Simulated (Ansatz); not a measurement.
Geometry optimisation of Cu₂S.

```yaml
crystal:
  periodic: [false, false, false]
  atoms:
    - {symbol: Cu, position_ang: [0.566577, 1.186038, -0.576570]}
    - {symbol: Cu, position_ang: [0.123745, -0.667226, 1.264757]}
    - {symbol: S, position_ang: [-0.690322, -0.518802, -0.688187]}
basis:
  gaussian: {orbitals: def2-TZVP}
magnetization: {spin_polarized: true, initial_magnetization: 4}
hamiltonian: {xc: {name: B3LYP}, dispersion: d4}
scf: {lower_state_search: "off"}
output: {orbitals: {seedname: orbitals}}
relax: {f_tol: 0.02, max_steps: 100}
```

```sh
$ ansatz run in.yaml --threads 4 --pin off --events-out ev --progress --plain --max-ram 3916MiB
```

Output, abridged:

```
Functional definition: B3LYP
mean field -100117.61454942 eV, -3679.2544725348 hartree, gradient 6.8e-6 eV, S^2 6.013574; 0 other end points of the search recorded, 0 dependent functions left out
relax step   1: F+E_penalty+E_count = -100117.78128122 eV  Δ(F+E_penalty+E_count) = +0.000e0 eV  max|allowed force component| = 1.313e0 eV/Å  Δτ_max = 0.0000 Å  (22 SCF iters, accepted)
mean field -100117.75366450 eV, -3679.2595849195 hartree, gradient 2.2e-6 eV, S^2 6.013907; 0 other end points of the search recorded, 0 dependent functions left out
relax step   2: F+E_penalty+E_count = -100117.92010030 eV  Δ(F+E_penalty+E_count) = -1.388e-1 eV  max|allowed force component| = 7.437e-1 eV/Å  Δτ_max = 0.0613 Å  (37 SCF iters, accepted)
mean field -100117.84618558 eV, -3679.2629850067 hartree, gradient 2.3e-6 eV, S^2 6.014338; 0 other end points of the search recorded, 0 dependent functions left out
relax step   3: F+E_penalty+E_count = -100118.01226070 eV  Δ(F+E_penalty+E_count) = -9.216e-2 eV  max|allowed force component| = 1.427e-1 eV/Å  Δτ_max = 0.1059 Å  (36 SCF iters, accepted)
mean field -100117.85021993 eV, -3679.2631332661 hartree, gradient 8.4e-6 eV, S^2 6.014380; 0 other end points of the search recorded, 0 dependent functions left out
relax step   4: F+E_penalty+E_count = -100118.01614695 eV  Δ(F+E_penalty+E_count) = -3.886e-3 eV  max|allowed force component| = 2.701e-2 eV/Å  Δτ_max = 0.0204 Å  (33 SCF iters, accepted)
mean field -100117.85038175 eV, -3679.2631392131 hartree, gradient 4.0e-6 eV, S^2 6.014381; 0 other end points of the search recorded, 0 dependent functions left out
relax step   5: F+E_penalty+E_count = -100118.01627249 eV  Δ(F+E_penalty+E_count) = -1.255e-4 eV  max|allowed force component| = 3.389e-4 eV/Å  Δτ_max = 0.0028 Å  (25 SCF iters, accepted)
Total energy: -100118.01648187 eV, -3679.2692432799 hartree
Atom 0 at     0.615030     1.184563    -0.471379 Å, force    -0.000112    -0.000331     0.000260 eV/Å
Atom 1 at     0.194269    -0.576334     1.278175 Å, force     0.000032     0.000272    -0.000339 eV/Å
Atom 2 at    -0.809299    -0.608218    -0.806796 Å, force     0.000079     0.000060     0.000079 eV/Å
Dipole moment:    -0.136789    -0.102802    -0.136366 e Å
Checks for a lower state left out: stability, starts, cluster_reference, orbital_swaps, neighbouring_geometries, increment
```

Hardware: 4 threads of Arm Neoverse V1 on a shared host. Wall time 14 s.

The relaxation made no stability test and no search for a lower SCF solution. At B3LYP-D4/def2-TZVP a singlet of charge 0 lies 4.01 eV below the quintet, each at its own geometry. The structure comes from a short search, and lower isomers may exist.
